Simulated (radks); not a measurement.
Values are calculated unless marked as measured or tabulated.
Q: The mean radii <r> (bohr) of the occupied orbitals of an atom or ion are listed with their occupations. Level of theory: scalar-relativistic Kohn-Sham, exchange-only PBE, spin-unpolarised, spherical densities, point nucleus (a radial shooting solver on a logarithmic mesh with Libxc functionals).

orbital  occ.      <r>
1s          2  0.07303
2s          2   0.3434
2p          6   0.3073
3s          2    1.068
3p          5    1.155
3d          2    1.550

Name the element and its charge.

A: Z = 21, scandium, charge +2: Sc2+ in [Ne] 3s2 3p5 3d2. The 1s radius gives Z: for a bare nucleus <r> = (2 gamma + 1)/(2Z) with gamma = sqrt(1 - (Z/c)^2), 0.07087 bohr for Z = 21, and screening makes it slightly larger (0.07303 here). The occupations add up to 19, and the charge is Z minus that.
